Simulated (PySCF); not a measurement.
CH₄F₂SSi, SMILES C[Si](F)(F)S. Atoms are numbered in the order given.

```xyz
9

C     -1.6885    -1.0506    -0.1223
Si    -0.3002     0.1672    -0.0083
F     -0.5257     1.0790     1.3118
F     -0.3201     1.1754    -1.2727
S      1.6558    -0.6838    -0.0081
H     -1.6813    -1.7326     0.7426
H     -2.6573    -0.5261    -0.1368
H     -1.5984    -1.6537    -1.0384
H      1.3908    -1.4733     1.0599
```

Geometry: B3LYP-D3(BJ)/def2-SVP. Other conformers were not sampled.

Calculation: r2SCAN/def2-TZVP (PySCF).

ESP charges are fitted to the potential on shells at 1.4 to 2.0 van der Waals radii. Atomic charges (e):

```
atom  Löwdin  ESP fit  Mulliken
----  ------  -------  --------
C1     -0.44      ___     -0.47
Si2    -0.23      ___      0.83
F3      0.01    -0.30     -0.32
F4      0.01    -0.24     -0.32
S5      0.17    -0.31     -0.31
H6      0.14      ___      0.13
H7      0.14      ___      0.14
H8      0.14      ___      0.14
H9      0.06     0.19      0.16
```

Question: Fill in the missing entries. (An estimate is asked for; the answer gives what the named calculation found.)

Answer: 
- C1, ESP fit: -0.76
- Si2, ESP fit: 0.78
- H6, ESP fit: 0.20
- H7, ESP fit: 0.24
- H8, ESP fit: 0.19

Computed Mayer and Wiberg (Löwdin basis) orders of the bonds:
| bond | Mayer | Wiberg |
|---|---|---|
| C1–Si2 | 1.03 | 1.22 |
| Si2–F3 | 1.10 | 1.69 |
| Si2–F4 | 1.09 | 1.69 |
| Si2–S5 | 1.17 | 1.63 |
| C1–H6 | 0.94 | 0.89 |
| C1–H7 | 0.94 | 0.89 |
| C1–H8 | 0.94 | 0.89 |
| S5–H9 | 0.93 | 1.00 |
